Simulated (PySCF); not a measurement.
## Property card for `N#Cc1c(cccc1)F`

C7H4FN.
Cartesian coordinates in Å at the PBE0-D3(BJ)/def2-TZVP level; atoms count from 1:
```
atom  x, y, z in Å
N1     3.5789    0.5626   -0.2079
C2     2.4453    0.3729   -0.1417
C3     1.0385    0.1729   -0.0602
C4     0.1632    1.2600   -0.0079
C5    -1.2004    1.0519    0.0701
C6    -1.7053   -0.2417    0.0966
C7    -0.8536   -1.3336    0.0461
C8     0.5059   -1.1135   -0.0310
F9     1.3311   -2.1527   -0.0790
H10    0.5737    2.2616   -0.0293
H11   -1.8722    1.8998    0.1111
H12   -2.7745   -0.4053    0.1577
H13   -1.2234   -2.3507    0.0650
```

Among its groups: nitrile, benzene ring and C–F bond.

**PBE0-D3(BJ)/def2-TZVP geometry optimisation, gas phase (PySCF)**

- Point group: Cs
- Rotational constants A, B, C: 2.958, 1.530, 1.009 GHz

B97-2/pcSseg-2 ground state and GIAO shieldings, non-relativistic (PySCF):

- Dipole moment: 5.37 D
- HOMO energy: -7.64 eV
- LUMO energy: -1.85 eV
- HOMO–LUMO gap: 5.79 eV
- 13C chemical shifts (computed TMS as zero) by class: 174.9 (C8), 142.7 (C4), 140.8 (C6), 129.7 (C5), 122.3 (C7), 120.3 (C2), 108.7 (C3) ppm
- 1H chemical shifts (computed TMS as zero) by class: 7.89 (H10), 7.76 (H12), 7.40 (H11), 7.36 (H13) ppm
- Isotropic shieldings of nuclei other than C and H, by class: -56 (N1), 280 (F9) ppm

Monoisotopic mass from the formula: 121.0328 u.

The dipole matches unit charges of opposite sign 1.12 Å apart (1 e·Å = 4.8032 D). With B = h/(8π²I), that is 505.379 GHz u Å² over I, the principal moments of inertia are 170.8, 330.3 and 501.1 u Å² (most abundant isotopes); the inertial defect Ic − Ia − Ib is 0.0 u Å² (zero for a rigid planar frame, negative otherwise). The rotational constants make it an asymmetric top with κ = (2B − A − C)/(A − C) = -0.46, nearer the prolate limit (−1).

Isolated species at its PBE0-D3(BJ)/def2-TZVP geometry, gas phase.
